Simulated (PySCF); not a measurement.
Assigning NMR signals

Bonds (- single, = double, # triple, : aromatic): C1-O2, O2-C3, O2-Al4, Al4-C5, C5:C6, C6:C7, C7:C8, C8:C9, C9:C10, C10:C5. C1 carries H11, H12, H13; C3 carries H14, H15, H16; Al4 carries H17, H18; C6 carries H19; C7 carries H20; C8 carries H21; C9 carries H22; C10 carries H23. Formal charges: O2 +1, Al4 -1.

All values are calculated (PySCF 2.14): geometry from PBE0-D3(BJ)/def2-SVP, shieldings: GIAO HF/pcSseg-1. Relativity neglected, no solvent, rapidly exchanging positions averaged, one computed conformer.

δ = σ(ref) − σ, references computed at the same level: 13C and 1H vs TMS.

Problem. Assign these signals to the numbered atoms. 13C{1H} NMR (computed): δ 155.4 (C), 146.1 (CH), 136.0 (CH), 134.7 (CH), 56.7 (CH3).

Solution. 
155.4 → C5, substituted aromatic carbon
146.1 → C6/C10, aromatic CH
136.0 → C8, aromatic CH: the aromatic region
134.7 → C7/C9, aromatic CH
56.7 → C1/C3, methyl carbon bonded to O: pulled downfield by the heteroatom

C8 and C7/C9 lie closer than the usual error of such a calculation, so a measured spectrum could show them in the other order.

Problem. Assign these signals to the numbered atoms. 1H NMR (500 MHz, computed): δ 7.86 (d, 2H), 7.45 (m, 2H), 7.44 (m, 1H), 4.15 (br, 2H), 3.35 (s, 6H).

Solution. 
| δ (ppm) | atoms | environment | reason |
| --- | --- | --- | --- |
| 7.86 | H19/H23 | hydrogen on an aromatic CH | the ring current deshields protons in the ring plane |
| 7.45 | H20/H22 | hydrogen on an aromatic CH | – |
| 7.44 | H21 | hydrogen on an aromatic CH | – |
| 4.15 | H17/H18 | hydrogen on an aluminium bonded to C, O | – |
| 3.35 | H11/H12/H13/H14/H15/H16 | hydrogen on a methyl carbon bonded to O | its carbon carries O, an electronegative neighbour |

H20/H22 and H21 lie closer than the usual error of such a calculation, so a measured spectrum could show them in the other order.

Hydrides on Al or Ga are broadened by the quadrupolar metal nucleus. Shifts are as computed. Against solution values, carbons near 30 ppm lie about -0 ppm off and those near 130 ppm about +7 ppm. Of 1313 compounds with measured shifts, 239 miss one by over three times the rms of a fit or turn the order of signals round; such compounds aren't used in these exercises. Multiplicities follow the n + 1 count of equivalent neighbours, as no J values were calculated; m marks all less simple cases, F and P coupling included.
